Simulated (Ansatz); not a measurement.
One change: `[NH2][Y]([NH2])[F]` becomes `[NH2][Sc]([NH2])[F]`.

Ansatz, PBE0-D4/def2-TZVP geometries, multiplicity 1. Each molecule was computed in one conformer, which needn't be the lowest.

Elements past krypton have def2 core potentials. Scalar relativity is left out up to krypton.

```tsv
property	`[NH2][Y]([NH2])[F]`
HOMO energy (ωB97M-V/def2-TZVPP) / eV	-9.10
HOMO energy (B3LYP/def2-TZVPP) / eV	-6.51
LUMO energy (B3LYP/def2-TZVPP) / eV	-1.82
HOMO–LUMO gap (PBE/def2-TZVPP) / eV	3.19
zero-point energy (PBE0-D4/def2-TZVP) / kJ/mol	131.2
LUMO energy (PBE0/def2-TZVPP) / eV	-1.48
```

Task: What does the change do to each property? (Best estimate.)

Result: The calculation gave: 
| property | `[NH2][Sc]([NH2])[F]` | shift |
| --- | --- | --- |
| HOMO energy (ωB97M-V/def2-TZVPP) / eV | -9.48 | -0.38 |
| HOMO energy (B3LYP/def2-TZVPP) / eV | -6.87 | -0.36 |
| LUMO energy (B3LYP/def2-TZVPP) / eV | -1.83 | -0.01 |
| HOMO–LUMO gap (PBE/def2-TZVPP) / eV | 3.42 | 0.23 |
| zero-point energy (PBE0-D4/def2-TZVP) / kJ/mol | 133.4 | 2.2 |
| LUMO energy (PBE0/def2-TZVPP) / eV | -1.46 | 0.02 |

B3LYP here is the variant with VWN-RPA as its local correlation; programs differ in this.
